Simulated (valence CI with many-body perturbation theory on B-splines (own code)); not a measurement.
Values are calculated unless marked as measured or tabulated.
**Ladder of approximations for Tl32+**

Method: valence CI with perturbative core correlation (CI+MBPT): three valence electrons over a frozen Dirac-Fock core [Kr] 4d10, radial functions for each j: 8 s, 8 p, 9 d, 9 f, 6 g, 3 h, 2 i, with the one-electron correlation potential Σ1, the two-electron term Σ2, the three-electron term Σ3, Breit, model QED; selected CI, second order for the rest (own B-spline code, finite nucleus).

The last digits are not significant, and no measured levels were compared; by estimate large intervals hold to a few tenths of a per cent, small ones and those within an open d or f shell to about a per cent. Core correlation moves these levels by up to 7300 cm⁻¹, and in measured spectra 5 to 20 % of such shifts remained as error; rates that hang on mixing are uncertain with them. The list stops below the first excitations out of the core.

Each rung adds one term. CI alone is the Dirac-Coulomb CI over the frozen core; QED comes last and gives the full result, which names the levels. Energies are above (4f5/2^3) J=9/2 on the same rung, in eV.

Levels are named by their leading jj configuration (3d3/2^4 stands for four electrons in 3d with j = 3/2), which in mixed levels can hold well under half, so a name can repeat and another be missing. Letters in brackets count levels of one name in rising energy.

```
                     Level  CI alone    + Σ1    + Σ2    + Σ3  + Breit    Full
(4f5/2^2 4f7/2) J=11/2 [a]     5.199   5.288   5.416   5.427    5.153   5.177
           (4f5/2^3) J=3/2     5.646   5.662   5.239   5.287    5.418   5.419
           (4f5/2^3) J=5/2     8.591   8.633   8.200   8.224    8.308   8.314
     (4f5/2^2 4f7/2) J=9/2     8.680   8.770   8.758   8.718    8.505   8.527
    (4f5/2^2 4f7/2) J=13/2     8.976   9.104   9.220   9.234    8.763   8.796
 (4f5/2^2 4f7/2) J=5/2 [a]    10.532  10.628  10.322  10.337   10.232  10.255
 (4f5/2^2 4f7/2) J=3/2 [a]    10.438  10.540  10.292  10.425   10.322  10.345
 (4f5/2^2 4f7/2) J=7/2 [a]    10.731  10.834  10.707  10.668   10.465  10.490
(4f5/2^2 4f7/2) J=15/2 [a]    11.852  11.998  12.034  12.042   11.442  11.478
 (4f5/2^2 4f7/2) J=7/2 [b]    12.753  12.870  12.515  12.540   12.396  12.422
(4f5/2 4f7/2^2) J=13/2 [a]    14.404  14.562  14.587  14.584   14.090  14.129
(4f5/2^2 4f7/2) J=11/2 [b]    14.605  14.750  14.515  14.574   14.183  14.215
 (4f5/2 4f7/2^2) J=9/2 [a]    14.733  14.900  14.729  14.733   14.357  14.397
     (4f5/2^2 4f7/2) J=1/2    14.987  15.104  14.603  14.748   14.640  14.664
 (4f5/2^2 4f7/2) J=3/2 [b]    15.110  15.235  14.679  14.762   14.643  14.669
 (4f5/2^2 4f7/2) J=5/2 [b]    15.625  15.731  15.142  15.218   15.170  15.191
 (4f5/2 4f7/2^2) J=9/2 [b]    16.684  16.859  16.654  16.647   16.243  16.286
 (4f5/2 4f7/2^2) J=7/2 [a]    16.638  16.830  16.800  16.761   16.372  16.419
(4f5/2^2 4f7/2) J=15/2 [b]    17.060  17.242  17.112  17.137   16.489  16.533
```

How does the ionisation energy move along the ladder, and which term matters most?

CI alone 1205.5, + Σ1 1209.3, + Σ2 1216.0, + Σ3 1216.0, + Breit 1215.8, + QED 1215.9 eV. The largest step is Σ2, 6.6 eV. NIST lists 1230 ± 60 eV (theoretical).
